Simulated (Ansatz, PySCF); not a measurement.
Gas-phase reaction R1 → P1, each structure at its B3LYP-D3(BJ)/def2-TZVP stationary point, reached from a drawn start; harmonic modes at that level show minima.
R1, CHN (SMILES C#N) (charge 0, multiplicity 1, Z-matrix in Å and degrees):
```
C
N 1 1.1462
H 1 1.0667 2 180.00
```
P1, CHN (SMILES [C-]#[NH+]) (charge 0, multiplicity 1):
```
atom    x (Å)    y (Å)   z (Å)
----  -------  -------  ------
C      1.0925   0.1875  0.0000
N     -0.0547  -0.0094  0.0000
H     -1.0378  -0.1782  0.0000
```

P less R. No zero-point or thermal terms.

Run with Ansatz (Gaussian orbitals); PySCF for M06-2X. Each number belongs to the level named beside it.

Task: One of these levels gives 11.05 kcal/mol for the reaction energy. Name it.
A. revPBE/def2-TZVPP
B. HF/cc-pVQZ
C. HF/cc-pVDZ
D. M06-2X/def2-TZVPP

Result: C, HF/cc-pVDZ. The others give 10.09 (HF/cc-pVQZ), 15.01 (revPBE/def2-TZVPP), 12.83 (M06-2X/def2-TZVPP)

Ansatz is a first-principles code.
